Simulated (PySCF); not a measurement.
# Structure elucidation problem

Molecular formula: C$_{6}$H$_{11}$FOSi. Simulated spectra:

$^{1}$H NMR (600 MHz, computed): δ 4.10 (s, 3H), 2.89 (m, 1H), 2.63 (m, 1H), 2.13 (m, 1H), 2.00 (m, 1H), 1.67 (m, 1H), 1.34 (d, 3H).

$^{13}$C{$^{1}$H} NMR (computed): δ 177.4 (C), 37.8 (CH), 36.5 (C), 27.4 (CH2), 25.1 (CH2), 21.4 (CH3).

- geometry: GFN2-xTB
- shielding tensors at PBE0/pcSseg-1 (GIAO)
- program: PySCF 2.14.0 with density-fitted response routines
- no solvent model, non-relativistic Hamiltonian, a single conformation, one averaged value for each set of equivalent atoms

Scale: TMS for $^{1}$H and $^{13}$C (reference shieldings calculated alike).

Task: Which of these isomers gave the spectra?
A. C=C(C)[SiH2][C@H](F)C(C)=O
B. CO[SiH2]C/C=C\C=C\F
C. CC(C)/C=C(\[SiH3])C(=O)F
D. C[C@@H]1CC[C@@]1([SiH3])C(=O)F
E. C=C(C)C[SiH2]O/C=C/F

Result: D. 

1. The formula gives 2 degrees of unsaturation (1 ring in the answer).
2. 6 carbon signals for 6 carbons: no two carbons are equivalent.
3. Carbon types of the structure: 2 × C, 1 × CH, 2 × CH2, 1 × CH3, leaving 3 H on heteroatoms.
4. δC 177.4: carbonyl carbon.
5. δC 37.8: sp3 CH in a ring; saturated and bonded to C and H only.
6. δC 36.5: fully substituted sp3 carbon bonded to Si, α to a carbonyl; α to the electron-withdrawing carbonyl group.
7. δC 27.4, 25.1: sp3 CH2 in a ring; a saturated carbon with 2 carbon neighbours and no heteroatom attached.
8. δH 1.34: hydrogen on a methyl carbon; far from electronegative atoms and π systems.

The others: CC(C)/C=C(\[SiH3])C(=O)F would give 5 carbon signals, not 6; CO[SiH2]C/C=C\C=C\F has carbons computed at 163.4, 131.2, 126.8, 115.8, 54.1, 20.2, with a different DEPT pattern; C=C(C)[SiH2][C@H](F)C(C)=O has carbons computed at 215.9, 148.8, 139.1, 99.9, 31.8, 28.8, with a different DEPT pattern; C=C(C)C[SiH2]O/C=C/F has carbons computed at 147.9, 147.5, 142.0, 116.9, 30.1, 28.0, with a different DEPT pattern.

Splittings by $^{19}$F in the carbon and heteronuclear signals aren't shown, as no couplings were computed. Shifts are as computed. Against solution values, carbons near 30 ppm lie about +3 ppm off and those near 130 ppm about +5 ppm. Of 1211 compounds with measured shifts, 218 miss one by over three times the rms of a fit or turn the order of signals round; such compounds aren't used in these exercises. Multiplicities follow the n + 1 count of equivalent neighbours, as no J values were calculated; m marks all less simple cases, F and P coupling included.
